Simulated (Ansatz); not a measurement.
Isolated molecules relaxed with PBE0-D4/def2-TZVP in Ansatz; ΔE leaves out vibrations. CCSD(T)/CBS is the MP2 limit (def2-TZVPP, def2-QZVPP) plus CCSD(T) − MP2 in def2-TZVPP, frozen cores. This one scheme is used for every species, atoms too. Functionals use def2-TZVPP. B3LYP here is the variant with VWN-RPA as its local correlation; programs differ in this. Open shells (•) are unrestricted, without spin–orbit coupling. Spin–orbit coupling would lower the free atoms: a little for Al, C, F. Each species was taken in one conformer, which may not be the lowest.

Consider the atomization: `FC[C]1=[CH][AlH]1` → Al• + 3 C• + F• + 4 H•.

Problem. What is ΔE at CCSD(T)/CBS? (An estimate is asked.)

Solution. Ansatz gave: +35.32 eV.

Problem. What do these levels give: r2SCANh-D4, ωB97X-V, PBE0, B3LYP, r2SCAN0, BHLYP, CAM-B3LYP, HF/def2-SVP, HF/def2-TZVPP, MP2/def2-TZVPP, CCSD/def2-TZVPP, CCSD(T)/def2-TZVPP? (Best estimate.)

Solution. The calculation gave: r2SCANh-D4 35.35, ωB97X-V 35.46, PBE0 35.52, B3LYP 35.00, r2SCAN0 34.89, BHLYP 33.85, CAM-B3LYP 35.33, HF/def2-SVP 25.90, HF/def2-TZVPP 25.43, MP2/def2-TZVPP 35.32, CCSD/def2-TZVPP 33.71, CCSD(T)/def2-TZVPP 34.37 eV.

Problem. What do rigid-rotor, harmonic-oscillator terms from PBE0-D4/def2-TZVP frequencies (298.15 K, 1 bar) make of the CCSD(T)/CBS value? (An estimate is asked.)

Solution. Computed: ΔZPE = -1.57 eV, ΔH = +34.14 eV, ΔS = 935 J/(mol·K), ΔG = +31.25 eV. Open shells count their whole term as degenerate.

Largest T1 diagnostic among the species: 0.018.

The D4 term adds +0.27 eV with B3LYP and +0.14 eV with PBE0; it sums over pairs of atoms, weighted by their polarisabilities, and B3LYP, whose exchange is more repulsive, gets the larger term. From PBE to PBE0 (25 % exact exchange), in def2-TZVPP and without D4, ΔE moves by −0.78 eV: exact exchange takes away binding that semilocal exchange gives to molecules.

For atomizations the MP2-based limit and the directly extrapolated one differ by several kJ/mol either way, and by 10 to 25 for some Ge, Se and Sn compounds, so smaller differences from it don't rank the levels.
